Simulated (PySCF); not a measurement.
These 2 structures share the formula C2H8GeO2. Method used: PySCF, PBE0-D3(BJ)/def2-SVP geometry optimisation, gas phase. One conformer each; no zero-point energy, no entropy. No frequencies were run at this level. Point groups hold within 0.08 Å.

Question: Order them by energy at this level, lowest first, and give relative energies in kcal/mol.
A. `[CH3:1][O:2][GeH2:3][O:4][CH3:5]` with C1–O2–Ge3–O4 57°, O2–Ge3–O4–C5 -153°
B. `[CH3:1][O:2][CH2:3][O:4][GeH3:5]` with C1–O2–C3–O4 170°, O2–C3–O4–Ge5 -41°

Answer: A (0.0), B (12.3).

| SMILES | E (Eh) | E rel (kcal/mol) | dipole (D) | point group | A, B, C (MHz) |
| --- | --- | --- | --- | --- | --- |
| C[O][GeH2][O]C | -2307.53202 | 0.0 | 1.90 | C1 | 5676, 2182, 1709 |
| COC[O][GeH3] | -2307.51238 | 12.3 | 1.87 | C1 | 8009, 1553, 1366 |

Question: How do the relative energies change in single points at CAM-B3LYP/def2-SVPD (no added dispersion term) on the same geometries?

Answer: 
| SMILES | PBE0-D3(BJ)/def2-SVP (kcal/mol) | CAM-B3LYP/def2-SVPD (kcal/mol) | shift |
| --- | --- | --- | --- |
| C[O][GeH2][O]C | 0.0 | 0.0 | 0.0 |
| COC[O][GeH3] | 12.3 | 14.0 | +1.7 |

Each column counts from its own lowest isomer. The order is unchanged; the largest shift is 1.7 kcal/mol.
